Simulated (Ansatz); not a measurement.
Molecule: SOF₂, charge -1, multiplicity 2. SMILES of the parent species: FS(=O)F

Atoms: O1, S2, F3, F4. Bonds: O1-S2, S2-F3, S2-F4.

Bond lengths (Å) and angles (degrees) optimised at HF/6-31G* with Ansatz (a quantum-chemistry and plane-wave program); B3LYP/6-31G* with Ansatz; MP2/6-31G* with Ansatz, each started from the B3LYP-D3(BJ)/def2-TZVP structure (Ansatz) of the last column. A row stands for all coordinates that are equal there. 6-31G* holds six Cartesian d functions. No wavenumbers were computed at MP2/6-31G*, so these may be saddle points.

```csv
coordinate,HF/6-31G*,B3LYP/6-31G*,MP2/6-31G*,B3LYP-D3(BJ)/def2-TZVP
O1-S2,1.471,1.515,1.495,1.479
S2-F3,1.801,1.843,1.829,1.881
O1-S2-F3,94.5,96.6,97.3,97.3
F3-S2-F4,170.9,166.8,165.3,165.3
```

Mean signed difference of all 3 bond lengths from B3LYP-D3(BJ)/def2-TZVP: HF/6-31G* -0.056 Å, B3LYP/6-31G* -0.013 Å, MP2/6-31G* -0.029 Å.
